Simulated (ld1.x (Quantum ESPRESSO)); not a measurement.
## Pseudopotential generation for lead: TM semilocal, PBE, scalar-relativistic.

```
Element                 : Pb (Z = 82)
Generator               : ld1.x (Quantum ESPRESSO) 7.5
Type                    : norm-conserving Troullier–Martins (semilocal form)
Functional              : PBE
Relativity              : scalar-relativistic
Frozen core             : [Xe] 4f14
Valence charge          : 14
Reference configuration : 5d10 6s2 6p2
Partial waves           : 6p (bound): rc 2.35 bohr; 5d (bound): rc 1.65 bohr; 6s (bound): rc 1.85 bohr
Local potential         : the s channel
Core correction         : a·sin(br)/r model core inside 1.10 bohr
```

What the tests gave:

```json
{"Cutoffs needed": "55 Ry and 90 Ry (the cutoffs (Ry, on a coarse ladder) from which the occupation-weighted sum of valence levels, in a spherical-Bessel basis at the reference potential, stays within 10 and 1 mRy of its value at 400 Ry)", "Ghost test": "no extra level below or beside the all-electron valence levels (p, d, s tested); the semilocal form is local in each channel, so this says nothing of the separable form that plane-wave codes build from it (spherical-Bessel basis up to 400 Ry, 20 bohr box)", "Largest excitation error": "-110 meV (all-electron minus pseudo) for 5d10 6s0 6p0, out of 7 test configurations"}
```

Generation and tests took about 2.7 s on one core of a shared server CPU.
